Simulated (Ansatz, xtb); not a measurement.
## Ranking isomers of C6H12O

5 gas-phase structures of C6H12O, from a drawn sample of its isomers (lower ones may exist). Each was relaxed with GFN2-xTB; where two conformers were screened, the lower at r2SCAN-D4/def2-SVP is listed:

A. `CO[C@@H]1CC[C@@H]1C`, a singlet
B. `CO[C@H]1C[C@@H](C)C1`, a singlet
C. `CO[C@@H]1CC[C@H]1C`, a singlet
D. `COC1(C)CCC1`, a singlet
E. `CO[C@H]1C[C@H](C)C1`, a singlet

**Question.** Estimate their order in r2SCAN-D4/def2-SVP energy at these geometries, lowest first.

**Answer.** Calculated order at r2SCAN-D4/def2-SVP: D (0.0), C (0.8), B (1.0), A (1.3), E (1.9) kcal/mol. Less than 1 kcal/mol parts D and C; C and B; B and A; A and E, so the order within those pairs means little.

Energies above the lowest of each column, in kcal/mol; the last columns are at B3LYP-D3(BJ)/def2-SVP geometries:

| structure | GFN2-xTB | HF/STO-3G | r2SCAN-D4/def2-SVP | B3LYP-D3(BJ)/def2-SVP | CCSD(T)/def2-SVP + ΔMP2/def2-TZVPP |
| --- | --- | --- | --- | --- | --- |
| D | 0.0 | 1.0 | 0.0 | 0.0 | 0.0 |
| C | 0.3 | 0.0 | 0.8 | 0.1 | 0.7 |
| B | 0.3 | 0.2 | 1.0 | 0.4 | 1.0 |
| A | 1.7 | 1.0 | 1.3 | 1.1 | 1.9 |
| E | 0.7 | 0.7 | 1.9 | 1.3 | 2.0 |

CCSD(T)/def2-SVP + ΔMP2/def2-TZVPP has C and D within 1 kcal/mol of each other at the bottom, and every level picks one of them. Flexible structures stand in one conformer each, not always the lowest. ΔMP2 is the change of the MP2 energy from the smaller to the larger basis.

Over these structures GFN2-xTB departs from r2SCAN-D4/def2-SVP by 0.5 kcal/mol on average once a common shift is removed. A GFN2-xTB relaxation took about 0.25 s and the r2SCAN-D4/def2-SVP energy about 7.2 s on a shared host (Ansatz 0.2.0, xtb 6.7.1).
